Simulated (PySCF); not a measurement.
Indirect couplings

Geometry:
```json
{"atom": "Ga1", "x (Å)": "-0.012", "y (Å)": "0.004", "z (Å)": "-0.848"}
{"atom": "C2", "x (Å)": "0.013", "y (Å)": "0.012", "z (Å)": "1.351"}
{"atom": "O3", "x (Å)": "0.037", "y (Å)": "-0.016", "z (Å)": "2.475"}
{"atom": "H4", "x (Å)": "1.555", "y (Å)": "0.006", "z (Å)": "-1.002"}
{"atom": "H5", "x (Å)": "-0.802", "y (Å)": "1.355", "z (Å)": "-1.014"}
{"atom": "H6", "x (Å)": "-0.790", "y (Å)": "-1.361", "z (Å)": "-0.963"}
```

Method: PBE/pcJ-1 (pcSseg-1 on Ga)//PBE0-D3(BJ)/def2-SVP, PySCF; isolated molecule, single conformer, non-relativistic. Couplings are averaged over pairs made equivalent by symmetry, fast rotation or ring inversion, so a value needn't be that of the named pair in this geometry, while other rotamers aren't included; one pair stands for each set, and the list holds those of at least 1.5 Hz over up to four bonds.

Isotopes: 13C, 17O, 1H. Couplings to quadrupolar nuclei such as 17O and 33S are rarely resolved in practice.

```json
{"pair": "C2, O3", "bonds": "1", "J (Hz)": "26.8"}
{"pair": "C2, H4", "bonds": "2", "J (Hz)": "?"}
{"pair": "H4, H5", "bonds": "2", "J (Hz)": "7.0"}
{"pair": "O3, H4", "bonds": "3", "J (Hz)": "?"}
```

**Question.** Estimate the withheld couplings, with signs.

**Answer.** 
- 2J(C2,H4) = 4.8 Hz
- 3J(O3,H4) = -1.5 Hz

Relativistic effects of the heavier atoms present are left out.
